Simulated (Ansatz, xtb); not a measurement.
# Ge2H6Si: where a starting geometry ends

The starting geometry of this gas-phase singlet has its atoms placed at random.

```xyz
9

Ge    0.2325    0.2050    2.2663
Ge   -2.0698    1.2916    0.5246
Si    0.3827    0.4087   -1.3493
H     1.6140    0.2848    0.5953
H     0.1860   -1.1433   -1.6267
H    -1.0652    0.2875   -1.7919
H    -0.8892    0.5495    0.1427
H     1.6187   -0.5552    1.6862
H     0.4833    0.8959    0.4351
```

**Question.** One run relaxed it with r2SCAN-D4/def2-SVP. What is a likely outcome?

**Answer.** It ends as a structure with H7 bridging Ge1 and Ge2, given below by its coordinates. Distances that change by over a tenth: Ge2–H7 (1.45 → 1.90 Å). Contacts that close: Ge1–Ge2 (3.08 → 2.37 Å), Ge1–H4 (2.17 → 1.55 Å), Ge1–H7 (2.43 → 1.71 Å), Ge2–Si3 (3.21 → 2.46 Å), Si3–H9 (1.85 → 1.50 Å).

The energy falls by 8.32 eV over 45 steps:

```csv
step,E − E(last) (eV)
1,8.316
6,3.958
11,2.788
16,1.447
21,0.798
25,0.732
30,0.458
35,0.005
40,0.000
45,0.000
```

Final geometry (Å):

| atom | x (Å) | y (Å) | z (Å) |
| --- | --- | --- | --- |
| Ge | 0.5464 | 0.1147 | 1.8201 |
| Ge | -1.4828 | -0.2157 | 0.6377 |
| Si | -0.2866 | 0.0156 | -1.5012 |
| H | 1.9160 | 0.5921 | 1.2816 |
| H | -0.2291 | -1.3585 | -2.1002 |
| H | -1.0674 | 0.8744 | -2.4495 |
| H | -0.5501 | 1.3081 | 1.2859 |
| H | 0.5348 | 0.3413 | 3.3492 |
| H | 1.1118 | 0.5525 | -1.4412 |

From the same start GFN2-xTB ends elsewhere, in pieces: Ge2H4Si + H2.

From so rough a start the end depends on the optimiser's path, so another program may land elsewhere. No frequencies were run, so the end isn't proven a minimum. Run with Ansatz 0.2.0, 65 s on 2 threads of Intel(R) Xeon(R) 6975P-C (Granite Rapids), on a shared host.
